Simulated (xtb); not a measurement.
C2H6SZn, triplet, at the geometry of the source list (GFN-xTB shapes and energies of metal compounds can be far from the true ones) (a higher spin typed on purpose: for a closed-shell molecule this is an excited state); GFN2-xTB (xtb).

xtb was given this input:
```
$ xtb mol.xyz --gfn 2 --uhf 2 --json

# file mol.xyz
10

Zn    -0.28680000     1.06210000     0.88790000
C      0.39060000    -0.73740000     0.17010000
C      0.37770000    -0.84950000    -1.35070000
H     -0.22960000    -1.52400000     0.59530000
H      1.40380000    -0.89250000     0.53560000
H      1.02120000    -0.10320000    -1.81150000
H     -0.62700000    -0.73380000    -1.75110000
H      0.74350000    -1.83450000    -1.64610000
S     -1.03710000     3.09090000     1.70860000
H     -1.75620000     2.52190000     2.66190000
```

What the program printed (banner, timings and long lists left out):

```
   ID    Z sym.   atoms
    1   30 Zn     1
    2    6 C      2, 3
    3    1 H      4-8, 10
    4   16 S      9

           -------------------------------------------------
          |                Calculation Setup                |
           -------------------------------------------------

           -------------------------------------------------
          |                 G F N 2 - x T B                 |
           -------------------------------------------------

          ...................................................
          :                      SETUP                      :
          :.................................................:
          :  # basis functions                  28          :
          :  # atomic orbitals                  27          :
          :  # shells                           15          :
          :  # electrons                        22          :
          :  max. iterations                   250          :
          :  Hamiltonian                  GFN2-xTB          :
          :  restarted?                      false          :
          :  GBSA solvation                  false          :
          :  PC potential                    false          :
          :  electronic temp.          300.0000000     K    :
          :  accuracy                    1.0000000          :
          :  -> integral cutoff          0.2500000E+02      :
          :  -> integral neglect         0.1000000E-07      :
          :  -> SCF convergence          0.1000000E-05 Eh   :
          :  -> wf. convergence          0.1000000E-03 e    :
          :  Broyden damping             0.4000000          :
          :  net charge                          0          :
          :  unpaired electrons                  2          :
          ...................................................

 iter      E             dE          RMSdq      gap      omega  full diag
   1    -10.9999437 -0.109999E+02  0.553E+00    1.86       0.0  T
   2    -11.0174700 -0.175262E-01  0.499E+00    1.70       1.0  T
   3    -11.0536713 -0.362013E-01  0.261E+00    1.31       1.0  T
   4    -11.0783306 -0.246593E-01  0.217E+00    1.82       1.0  T
   5    -11.0720406  0.629005E-02  0.169E+00    1.60       1.0  T
   6    -11.0480704  0.239702E-01  0.387E+00    1.89       1.0  T
   7    -11.0817680 -0.336976E-01  0.153E-01    1.84       1.0  T
   8    -11.0813699  0.398126E-03  0.499E-01    1.86       1.0  T
[...]
         :: total energy             -10.968565268416 Eh    ::
[...]
     4   1 H        0.925     0.037     2.487     2.466
     5   1 H        0.925     0.038     2.477     2.461
     6   1 H        0.925     0.043     2.412     2.429
     7   1 H        0.925     0.043     2.406     2.425
     8   1 H        0.924     0.058     2.218     2.329
     9  16 S        1.748    -0.387   158.091    21.164
    10   1 H        0.923     0.172     1.253     1.750

 Mol. C6AA /au·bohr⁶  :       1754.458827
 Mol. C8AA /au·bohr⁸  :      71104.847121
 Mol. α(0) /au        :         70.403652

Wiberg/Mayer (AO) data.
largest (>0.10) Wiberg bond orders for each atom

 ---------------------------------------------------------------------------
     #   Z sym  total        # sym  WBO       # sym  WBO       # sym  WBO
 ---------------------------------------------------------------------------
     1  30 Zn   1.086 --     9 S    0.634     2 C    0.333
     2   6 C    3.420 --     3 C    1.058     4 H    0.957     5 H    0.957
                             1 Zn   0.333
     3   6 C    3.989 --     2 C    1.058     6 H    0.977     7 H    0.977
                             8 H    0.937
     4   1 H    0.995 --     2 C    0.957
     5   1 H    0.995 --     2 C    0.957
     6   1 H    0.997 --     3 C    0.977
     7   1 H    0.997 --     3 C    0.977
     8   1 H    0.972 --     3 C    0.937
     9  16 S    1.672 --    10 H    0.937     1 Zn   0.634
    10   1 H    0.970 --     9 S    0.937
 ---------------------------------------------------------------------------

Topologies differ in total number of bonds
Writing topology from bond orders to xtbtopo.mol

molecular dipole:
                 x           y           z       tot (Debye)
 q only:        0.066      -1.010      -0.167
   full:        0.195      -1.424      -0.298       3.732
molecular quadrupole (traceless):
                xx          xy          yy          xz          yz          zz
 q only:        3.778       2.045      -9.135      -1.193      -2.984       5.357
  q+dip:        5.869       3.462     -12.342      -0.934      -5.175       6.474
   full:        5.456       3.373     -12.131      -1.492      -5.125       6.675

           -------------------------------------------------
          | TOTAL ENERGY              -10.968565268416 Eh   |
          | GRADIENT NORM               0.105853037728 Eh/α |
          | HOMO-LUMO GAP               1.868641410776 eV   |
           -------------------------------------------------

normal termination of xtb
```
